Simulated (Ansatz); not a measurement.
The cluster AlSi6. Charge 0, multiplicity 2. Geometry B3LYP-D4/def2-SVP; atoms count from 1.

```xyz
7

Al    0.9771   -0.1090    0.7169
Si   -2.4287   -0.9732   -1.1089
Si   -0.9455    0.7753   -1.2381
Si   -1.5412   -0.5341    0.9961
Si    1.2433    0.5228   -1.8077
Si    2.9332    0.8766   -0.3423
Si   -0.2382   -0.5584    2.7840
```

Another isomer (doublet) lies 1.58 eV lower at PBE0-D4/def2-TZVP; other spin states weren't run for this one.

**Question.** Estimate the Mulliken populations from the PBE0/def2-TZVP orbitals of Ansatz.

**Answer.** 
```json
{"atom": "Al1", "charge (e)": "0.28", "spin (α − β)": "0.09"}
{"atom": "Si2", "charge (e)": "0.05", "spin (α − β)": "0.16"}
{"atom": "Si3", "charge (e)": "-0.05", "spin (α − β)": "0.28"}
{"atom": "Si4", "charge (e)": "-0.06", "spin (α − β)": "-0.01"}
{"atom": "Si5", "charge (e)": "-0.05", "spin (α − β)": "-0.03"}
{"atom": "Si6", "charge (e)": "-0.07", "spin (α − β)": "0.53"}
{"atom": "Si7", "charge (e)": "-0.09", "spin (α − β)": "-0.02"}
```
Mulliken values depend strongly on the basis.

**Question.** Where does the spin sit?

**Answer.** Summed by element: Al 0.09, Si 0.91, of 1 unpaired in all. Largest on single atoms: Si6 0.53, Si3 0.28, Si2 0.16.

**Question.** And the Mayer bond orders between heavy atoms (over 0.3)?

**Answer.** Al1–Si3 0.32 (2.88 Å); Al1–Si4 0.59 (2.57 Å); Al1–Si5 0.55 (2.62 Å); Al1–Si6 0.94 (2.43 Å); Al1–Si7 0.95 (2.44 Å); Si2–Si3 1.19 (2.30 Å); Si2–Si4 1.06 (2.33 Å); Si3–Si4 0.52 (2.66 Å); Si3–Si5 1.16 (2.28 Å); Si4–Si7 1.52 (2.21 Å); Si5–Si6 1.36 (2.26 Å).
